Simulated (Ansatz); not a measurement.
Consider the redistribution: `F[Si](S)(Cl)Cl` + `C=C([SiH3])[SiH2][SiH3]` → `F[Si]([SiH3])(Cl)Cl` + `C=C(S)[SiH2][SiH3]`.

Isolated molecules relaxed with PBE0-D4/def2-TZVP in Ansatz; ΔE leaves out vibrations. CCSD(T)/CBS adds triple-zeta CCSD(T) − MP2 to the extrapolated MP2 energy (def2 sets, frozen cores). This one scheme is used for every species. One conformer a species, not always the lowest.

`F[Si](S)(Cl)Cl`:

```xyz
6

F    -0.085   -1.302   -1.155
Si   -0.359   -0.049   -0.230
S     0.745   -0.147    1.553
Cl   -2.317   -0.047    0.274
Cl    0.095    1.579   -1.350
H     1.921   -0.033    0.908
```

`C=C([SiH3])[SiH2][SiH3]`:

Cartesian coordinates in Å:
```
C 0.215 -0.008 -2.185
C -0.296 -0.142 -0.956
Si -1.011 -1.785 -0.437
Si -0.254 1.307 0.224
Si 1.138 0.857 2.054
H 0.645 0.929 -2.537
H 0.229 -0.828 -2.901
H -0.922 -2.742 -1.573
H -0.265 -2.332 0.729
H -2.432 -1.629 -0.027
H 0.238 2.510 -0.504
H -1.625 1.586 0.739
H 0.619 -0.299 2.834
H 1.207 2.041 2.954
H 2.513 0.533 1.586
```

`F[Si]([SiH3])(Cl)Cl`:

Z-matrix (Å, degrees):
```
Si
Si 1 2.331
Cl 1 2.038 2 111.2
F 1 1.589 2 111.2 3 -119.3
Cl 1 2.038 2 111.2 3 121.5
H 2 1.484 1 109.0 3 179.7
H 2 1.484 1 109.0 3 59.2
H 2 1.484 1 107.8 3 -60.6
```

`C=C(S)[SiH2][SiH3]`:

```xyz
13

C    -0.046   -1.821    1.237
C     0.235   -1.126    0.134
S    -0.003   -1.704   -1.503
Si    0.885    0.632    0.249
Si   -0.628    2.123   -0.737
H     0.126   -1.394    2.219
H    -0.452   -2.829    1.207
H    -0.517   -2.911   -1.202
H     1.072    0.939    1.692
H     2.198    0.733   -0.446
H    -1.972    1.966   -0.121
H    -0.166    3.523   -0.529
H    -0.731    1.868   -2.198
```

```json
{"species": "`F[Si](S)(Cl)Cl`", "HF/def2-TZVPP energy (Eh)": "-1705.79458"}
{"species": "`C=C([SiH3])[SiH2][SiH3]`", "HF/def2-TZVPP energy (Eh)": "-948.38883"}
{"species": "`F[Si]([SiH3])(Cl)Cl`", "HF/def2-TZVPP energy (Eh)": "-1598.32107"}
{"species": "`C=C(S)[SiH2][SiH3]`", "HF/def2-TZVPP energy (Eh)": "-1055.82148"}
```

(1) Work out ΔE.

Largest T1 diagnostic among the species: 0.013.

## Answers

(1) ΔE = (-1598.32107) + (-1055.82148) − (-1705.79458) − (-948.38883) = 0.04086 Eh = +25.6 kcal/mol. CCSD(T)/CBS gives +23.9 kcal/mol.

The D4 term adds +0.7 kcal/mol with B3LYP and +0.4 kcal/mol with PBE0; it sums over pairs of atoms, weighted by their polarisabilities, and B3LYP, whose exchange is more repulsive, gets the larger term. From PBE to PBE0 (25 % exact exchange), in def2-TZVPP and without D4, ΔE moves by +2.2 kcal/mol.

B3LYP here is the variant with VWN-RPA as its local correlation; programs differ in this.
